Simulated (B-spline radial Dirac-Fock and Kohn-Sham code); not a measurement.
Z = 29 (copper), transition energy 1280 keV. Model: a Dirac-Hartree-Slater potential of the neutral atom with a Latter tail (no hole, which puts coefficients of high multipoles low close above an edge), finite nucleus with surface currents. Program: an atomic code on a B-spline grid. Subshells that would emit electrons below 1 keV are left out, and so is internal pair formation.

Q: A pure transition shows α(K) = 0.000254, L1/L2 = 92.3 and L1/L3 = 215. What is its multipolarity?
A. E4
B. E3
C. M2
D. E2
E. E1
F. M1
G. M3
H. M4

A: C. For comparison, α(K), L1/L2, L1/L3 are E1 6.66e-05, 224, 88.6; E2 0.000138, 108, 92.6; E3 0.000260, 56.2, 84.0; E4 0.000474, 33.1, 69.2; M1 0.000124, 151, 176; M3 0.000481, 62.5, 163; M4 0.000878, 45.1, 98.3.

Run: 1.2 s of CPU time on 1 thread of Neoverse-V2 (shared host), peak memory 0.48 GiB.

Values without a named source are computed, but for edge energies of neutral atoms, which are taken from tables.
